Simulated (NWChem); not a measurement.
The numbers come from NWChem runs, not from measurements. System: Cl$_{3}$Sb, charge 0, spin multiplicity 1, at a geometry optimised with B3LYP/def2-SVP with def2 effective core potentials on Sb. The structure started from a generated list of species. Level: PBE0/def2-TZVPP with def2 effective core potentials on Sb.

The NWChem input:

```
start mol
memory heap 200 mb stack 900 mb global 1100 mb
geometry units angstroms nocenter noautoz
  Sb     0.002111     0.575013     0.000000
  Cl    -1.048430    -0.571170     1.812296
  Cl    -1.048430    -0.571170    -1.812296
  Cl     2.090526    -0.582699     0.000000
  symmetry group Cs
end
basis spherical
  * library def2-tzvpp
end
ecp
  Sb library def2-ecp
end
dft
  xc pbe0
  semidirect memsize 60000000 filesize 0
  iterations 100
end
task dft energy
```

Part of the output:

```
             Northwest Computational Chemistry Package (NWChem) 7.3.0
             --------------------------------------------------------

                                NWChem Input Module
                                -------------------

 Scaling coordinates for geometry "geometry" by  1.889725989
 (inverse scale =  0.529177249)

 Turning off AUTOSYM since
 SYMMETRY directive was detected!

                             Geometry "geometry" -> ""
                             -------------------------

 Output coordinates in angstroms (scale by  1.889725989 to convert to a.u.)

  No.       Tag          Charge          X              Y              Z
 ---- ---------------- ---------- -------------- -------------- --------------
    1 Sb                  51.0000     0.00211100     0.57501300     0.00000000
    2 Cl                  17.0000    -1.04843000    -0.57117000     1.81229600
    3 Cl                  17.0000    -1.04843000    -0.57117000    -1.81229600
    4 Cl                  17.0000     2.09052600    -0.58269900     0.00000000

 Effective nuclear repulsion energy (a.u.)     702.9952310508

            Nuclear Dipole moment (a.u.)
            ----------------------------
        X                 Y               Z
 ---------------- ---------------- ----------------
    -0.0000321253     0.0000000000     0.0000000000

      Symmetry information
      --------------------

 Group name             Cs
 Group number              2
 Group order               2
 No. of unique centers     3

      Symmetry unique atoms

     1    2    4


 Summary of "ao basis" -> "" (spherical)
 ------------------------------------------------------------------------------
       Tag                 Description            Shells   Functions and Types
 ---------------- ------------------------------  ------  ---------------------
 *                         def2-tzvpp                 on all atoms

                                 NWChem DFT Module
                                 -----------------

 Summary of "ao basis" -> "ao basis" (spherical)
 ------------------------------------------------------------------------------
[...]
              MO Center= -6.2D-05, -1.6D-02,  2.8D-14, r^2= 5.1D+00
   Bfn.  Coefficient  Atom+Function         Bfn.  Coefficient  Atom+Function
  ----- ------------  ---------------      ----- ------------  ---------------
     6      0.339994  1 Sb s                  5      0.334221  1 Sb s
    66     -0.262460  2 Cl py               108     -0.262460  3 Cl py
   150     -0.262977  4 Cl py                 3     -0.227450  1 Sb s
    17      0.206382  1 Sb py                 2      0.201503  1 Sb s
    11     -0.190707  1 Sb py                14      0.185951  1 Sb py

 Vector   38  Occ=0.000000D+00  E=-8.009420D-02  Symmetry=a'
              MO Center=  3.4D-02,  4.8D-01, -7.4D-10, r^2= 4.3D+00
   Bfn.  Coefficient  Atom+Function         Bfn.  Coefficient  Atom+Function
  ----- ------------  ---------------      ----- ------------  ---------------
    16      0.547625  1 Sb px                19      0.401951  1 Sb px
    10     -0.351744  1 Sb px                13      0.340087  1 Sb px
   139     -0.234092  4 Cl s                153     -0.184517  4 Cl py
   152      0.174415  4 Cl px               150     -0.165610  4 Cl py
   149      0.153875  4 Cl px                70     -0.142143  2 Cl pz

 Vector   39  Occ=0.000000D+00  E=-8.009397D-02  Symmetry=a"
              MO Center= -3.0D-02,  4.8D-01,  7.4D-10, r^2= 4.3D+00
   Bfn.  Coefficient  Atom+Function         Bfn.  Coefficient  Atom+Function
  ----- ------------  ---------------      ----- ------------  ---------------
    18      0.547629  1 Sb pz                21      0.401954  1 Sb pz
    12     -0.351747  1 Sb pz                15      0.340089  1 Sb pz
    55     -0.202744  2 Cl s                 97      0.202744  3 Cl s
    69     -0.158717  2 Cl py               111      0.158717  3 Cl py
   154     -0.153105  4 Cl pz                66     -0.142516  2 Cl py

 Vector   40  Occ=0.000000D+00  E=-7.654531D-02  Symmetry=a'
              MO Center=  3.9D-04,  9.5D-02,  1.3D-13, r^2= 4.7D+00
   Bfn.  Coefficient  Atom+Function         Bfn.  Coefficient  Atom+Function
  ----- ------------  ---------------      ----- ------------  ---------------
     5      0.554983  1 Sb s                 17     -0.508515  1 Sb py
    20     -0.368991  1 Sb py                11      0.316635  1 Sb py
    14     -0.306698  1 Sb py               152      0.263482  4 Cl px
     3     -0.234556  1 Sb s                 70      0.228183  2 Cl pz
   112     -0.228183  3 Cl pz                 6      0.225875  1 Sb s

 center of mass
 --------------
 x =   0.00028232 y =   0.07698001 z =   0.00000000

 moments of inertia (a.u.)
 ------------------
        1085.585202168616           2.038766026107           0.000000000000
           2.038766026107        1640.565945480208           0.000000000000
           0.000000000000           0.000000000000        1085.571661453095

     Multipole analysis of the density
     ---------------------------------

     L   x y z        total         alpha         beta         nuclear
     -   - - -        -----         -----         ----         -------
     0   0 0 0     -0.000000    -37.000000    -37.000000     74.000000

     1   1 0 0      0.004109      0.057920      0.057920     -0.111730
     1   0 1 0      1.118357     15.771817     15.771817    -30.425276
     1   0 0 1     -0.000000     -0.000000     -0.000000      0.000000

     2   2 0 0    -48.960610   -223.867414   -223.867414    398.774219
     2   1 1 0      0.013726      0.578782      0.578782     -1.143838
     2   1 0 1      0.000000      0.000000      0.000000      0.000000
     2   0 2 0    -45.222907    -66.301395    -66.301395     87.379882
     2   0 1 1      0.000000      0.000000      0.000000      0.000000
     2   0 0 2    -48.960697   -223.871030   -223.871030    398.781362

 Task  times  cpu:        9.8s     wall:        9.8s

 Total times  cpu:        9.8s     wall:        9.8s
```
